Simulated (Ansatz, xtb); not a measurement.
Ranking isomers of C5H4FNO2

4 gas-phase structures of C5H4FNO2, from a drawn sample of its isomers (lower ones may exist). Each was relaxed with GFN2-xTB; where two conformers were screened, the lower at r2SCAN-D4/def2-SVP is listed:

A. `CC(=O)c1ocnc1F`, a singlet
B. `NC1=C(F)C(=O)C=CO1`, a singlet
C. `NC1=CC=C(F)C(=O)O1`, a singlet
D. `N#CC1=COCO[C@@H]1F`, a singlet

Q: Estimate their order in r2SCAN-D4/def2-SVP energy at these geometries, lowest first.

A: Calculated order at r2SCAN-D4/def2-SVP: C (0.000), A (0.500), B (0.609), D (1.324) eV.

Energies above the lowest of each column, in eV; the last columns are at B3LYP-D3(BJ)/def2-SVP geometries and were run for some of them only (a dash: not run or not comparable):

| structure | GFN2-xTB | HF/STO-3G | r2SCAN-D4/def2-SVP | B3LYP-D3(BJ)/def2-SVP | CCSD(T)/def2-SVP + ΔMP2/def2-TZVPP |
| --- | --- | --- | --- | --- | --- |
| C | 0.000 | 0.857 | 0.000 | 0.000 | 0.000 |
| A | 0.079 | 0.106 | 0.500 | 0.465 | 0.250 |
| B | 0.482 | 1.267 | 0.609 | 0.560 | – |
| D | 1.025 | 0.000 | 1.324 | – | – |

CCSD(T)/def2-SVP + ΔMP2/def2-TZVPP puts C lowest of those it was run on; HF/STO-3G picks D. Some further structures that were screened fall inside this span and aren't listed. Flexible structures stand in one conformer each, not always the lowest. Frequencies (GFN2-xTB) were run for A, C alone. The ΔMP2 step shifts differences by up to 0.147 eV, which makes them less sure. ΔMP2 is the change of the MP2 energy from the smaller to the larger basis.

Over these structures GFN2-xTB departs from r2SCAN-D4/def2-SVP by 0.148 eV on average once a common shift is removed. A GFN2-xTB relaxation took about 0.058 s and the r2SCAN-D4/def2-SVP energy about 2 s on a shared host (Ansatz 0.2.0, xtb 6.7.1).
